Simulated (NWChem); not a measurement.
C$_{4}$H$_{7}$N; SMILES C=C1CNC1

```xyz
12

C      0.0673    -1.9374     0.0000
C     -0.0149    -0.6128     0.0000
C     -0.0455     0.4710     1.0660
N      0.2046     1.4838     0.0000
C     -0.0455     0.4710    -1.0660
H      0.1022    -2.5065     0.9259
H      0.1022    -2.5065    -0.9259
H      0.7347     0.4351     1.8376
H     -1.0224     0.5575     1.5683
H     -0.4591     2.2544     0.0000
H     -1.0224     0.5575    -1.5683
H      0.7347     0.4351    -1.8376
```
Atoms are numbered in this order, from 1.

All runs: NWChem. Geometry: optimised at B3LYP/6-31G* (spherical d). GIAO values for the isolated, static molecule; σ is the absolute isotropic shielding, δ = σ(reference) − σ with the isolated reference molecule computed at the same levels (13C: tetramethylsilane, 1H: tetramethylsilane, 15N: ammonia).

Task: Predict the results for LDA (Slater exchange, VWN5)/pcSseg-1. Quantities: δ C1 (ppm); δ C2 (ppm); δ C3 (ppm); δ N4 (ppm); δ H6 (ppm); δ H8 (ppm); δ H10 (ppm).

Result: 
```
Property     Value
-----------  -----
δ C1 (ppm)   115.5
δ C2 (ppm)   164.2
δ C3 (ppm)    64.0
δ N4 (ppm)    34.0
δ H6 (ppm)    5.23
δ H8 (ppm)    4.27
δ H10 (ppm)   0.39
```
